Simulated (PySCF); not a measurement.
# Bond lengths and vibrations by method: AlH2N

These are calculations, not measurements. They come from PySCF 2.14.0, an open-source quantum chemistry program, on an isolated molecule that a program drew, which may never have been made. The molecule is AlH2N (charge 0, singlet), drawn as the SMILES string `[NH2][Al]`.

The geometry was optimised and harmonic frequencies were computed with HF and MP2, all in the cc-pV(D+d)Z basis, for the commonest isotopes, with a restricted reference for singlets and an unrestricted one otherwise, and a frozen core in MP2. Each result is a local minimum of its method.

Geometry at the HF minimum:
```xyz
4
AlH2N, angstrom
N    -1.8358   -0.6310    0.8794
Al   -1.9435    0.8597   -0.1092
H    -1.1158   -1.3324    0.8156
H    -2.4851   -0.9140    1.5956
```

Lengths of the bonds as drawn, in Å (atoms numbered as above):
| bond | HF | MP2 |
|---|---|---|
| N1-Al2 | 1.792 | 1.805 |
| N1-H3 | 1.007 | 1.022 |
| N1-H4 | 1.007 | 1.022 |

Rotational constants, in GHz:
```
constant     HF    MP2
       A  377.3  366.7
       B  14.18  13.96
       C  13.67  13.45
```

Harmonic frequencies in cm^-1, each column in rising order, so a row needn't be the same motion in every method:
| rank | HF | MP2 |
|---|---|---|
| 1 | 450 | 396 |
| 2 | 497 | 421 |
| 3 | 773 | 747 |
| 4 | 1656 | ? |
| 5 | 3724 | 3543 |
| 6 | 3804 | 3646 |

**Estimate the missing MP2 frequency from the HF column.**

A single factor s that minimises the squared misfit of MP2 against s times HF over the other rows is sum(HF x MP2) / sum(HF^2) = 0.9538, with an rms misfit of 30 cm^-1. For rank 4 it gives 0.9538 x 1656 = 1579 cm^-1. The calculation gives 1525 cm^-1, 54 cm^-1 below the estimate. The drawn bonds are on average 1.2 % longer in MP2 than in HF.
